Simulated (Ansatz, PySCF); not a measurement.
Gas-phase reaction (SMILES): CC[Si](F)(F)F + N (NH3) → N[Si](F)(F)F + CC (C2H6) [ethane]; ammonia cleaves one Si-C bond, a model of a ligand-exchange step.

Geometries: B3LYP-D3(BJ)/def2-TZVP minima from Ansatz (a program for electronic structure), one conformer each, not searched for the lowest. Valence correlation only, unless marked. No spin-orbit coupling. No relativistic terms. CBS(X,Y): correlation extrapolated as X^-3; Hartree-Fock from the larger set. The bracket is a focal-point correction in the basis named. Thermal terms are rigid-rotor harmonic-oscillator values from B3LYP-D3(BJ) frequencies (Ansatz or PySCF) at 298.15 K and 1 atm. 1 Eh = 627.5095 kcal/mol.

```
species        E, RI-MP2/CBS(cc-pV(T+d)Z,cc-pV(Q+d)Z)+[CCSD(T)-MP2]/cc-pV(T+d)Z (Ansatz) (Eh)  E, wB97X-V/def2-TZVPD (Ansatz) (Eh)  H - E (Eh)
-------------  ------------------------------------------------------------------------------  -----------------------------------  ----------
CC[Si](F)(F)F                                                                      -667.79492                           -668.48268     0.08345
N (NH3)                                                                             -56.50668                            -56.56167     0.03799
N[Si](F)(F)F                                                                       -644.60877                           -645.23909     0.04235
CC (C2H6)                                                                           -79.71807                            -79.82947     0.07887
```

Q: Work out ΔE and ΔH at 298.15 K at the first level, then ΔH at the second.

A: 
1. ΔE = [(-644.60877) + (-79.71807)] - [(-667.79492) + (-56.50668)] = -0.02524 Eh = -15.8 kcal/mol at RI-MP2/CBS(cc-pV(T+d)Z,cc-pV(Q+d)Z)+[CCSD(T)-MP2]/cc-pV(T+d)Z.
2. The terms H - E add up to -0.00022 Eh, so ΔH = (-0.02524 + (-0.00022))×627.5095 = -16.0 kcal/mol.
3. At wB97X-V/def2-TZVPD the same steps give ΔE = -15.2 and ΔH = -15.3 kcal/mol, a shift of +0.7 from the first level.
4. These values are not checked against measurement here, since the tables used lack a sound gas-phase enthalpy of formation for at least one species.
